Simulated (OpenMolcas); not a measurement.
3d⁴ along the 22-electron sequence

```json
{
  "Program": "OpenMolcas",
  "Method": "SS-CASPT2, IPEA 0.25 Eh, imaginary shift 0.1 Eh",
  "Basis": "ANO-RCC-VTZP",
  "Scalar Hamiltonian": "DKH2, point nucleus",
  "Spin-orbit coupling": "RASSI with atomic mean-field integrals over the reference wave functions, term energies averaged over their components"
}
```

Active space for each ion: 4 electrons in 10 orbitals (3d 4d); closed shells correlated by CASPT2: 3s 3p.

Computed levels in cm-1 above ⁵D₀:

| Level | Fe4+ | Co5+ | Ni6+ | Cu7+ |
| --- | --- | --- | --- | --- |
| ⁵D₁ | 155 | 222 | 295 | 397 |
| ⁵D₂ | 455 | 646 | 854 | 1138 |
| ⁵D₃ | 884 | 1246 | 1634 | 2160 |
| ⁵D₄ | 1426 | 1995 | 2600 | 3400 |
| ³P₀(1) | 24820 | 28580 | 30730 | 33430 |
| ³H₄ | 25540 | 29710 | 32310 | 35570 |
| ³P₁(1) | 25740 | 29900 | 32470 | 35760 |
| ³H₅ | 25890 | 30220 | 33010 | 36530 |
| ³H₆ | 26280 | 30770 | 33740 | 37490 |
| weight of ⁵D in the lowest level (%) | 100 | 100 | 99 | 99 |

Measured, with the error of the calculation in %. Measured levels: Fe4+ from Corliss and Sugar, J. Phys. Chem. Ref. Data 11, 135 (1982); Co5+ from Sugar and Corliss, J. Phys. Chem. Ref. Data 10, 1097 (1981); Ni6+ from Corliss and Sugar, J. Phys. Chem. Ref. Data 10, 197 (1981).

```json
{"Level": "⁵D₁", "Fe4+": "142 (+9.0)", "Co5+": "204 (+8.6)", "Ni6+": "279 (+5.7)"}
{"Level": "⁵D₂", "Fe4+": "417 (+8.9)", "Co5+": "589 (+9.7)", "Ni6+": "804 (+6.2)"}
{"Level": "⁵D₃", "Fe4+": "803 (+10.0)", "Co5+": "1125 (+10.8)", "Ni6+": "1520 (+7.5)"}
{"Level": "⁵D₄", "Fe4+": "1283 (+11.2)", "Co5+": "1782 (+12.0)", "Ni6+": "2392 (+8.6)"}
{"Level": "³P₀(1)", "Fe4+": "24055 (+3.2)", "Co5+": "27166 (+5.2)", "Ni6+": "30077 (+2.2)"}
{"Level": "³H₄", "Fe4+": "24932 (+2.4)", "Co5+": "28377 (+4.7)", "Ni6+": "31672 (+2.0)"}
{"Level": "³P₁(1)", "Fe4+": "24973 (+3.1)", "Co5+": "28462 (+5.0)", "Ni6+": "31836 (+2.0)"}
{"Level": "³H₅", "Fe4+": "25226 (+2.6)", "Co5+": "28806 (+4.9)", "Ni6+": "32286 (+2.2)"}
{"Level": "³H₆", "Fe4+": "25528 (+3.0)", "Co5+": "29234 (+5.3)", "Ni6+": "32877 (+2.6)"}
```

The fine-structure level ⁵D₄ changes by a factor of 2.38 from Fe4+ to Cu7+. Its fourth root runs 6.15, 6.68, 7.14, 7.64, with steps per unit of Z of 0.54, 0.46, 0.50; equal steps would mean a (Z - σ)^4 law with constant σ.

³P₀(1) changes by a factor of 1.35 over the same range, with steps per unit of Z of +3760, +2150, +2700 cm-1.

Term energies are means over components that CASPT2 splits; among the terms shown or strongly mixed into the levels shown the widest spread is 31 cm-1 (3d⁴ ³H, Fe4+). Active for correlation alone: 4d; no level in the range computed is led by a configuration that fills it, so any true level of that kind is missing. Computed and measured levels are paired by configuration, term and J; levels that our copy of the source lacks, or whose pairing is in doubt (as where it misses far off the trend of its configuration), stay unpaired and out of the deviations. Levels of configurations outside the active space are missing.

A number in round brackets counts repeated terms of one configuration in the order of the reference energies.
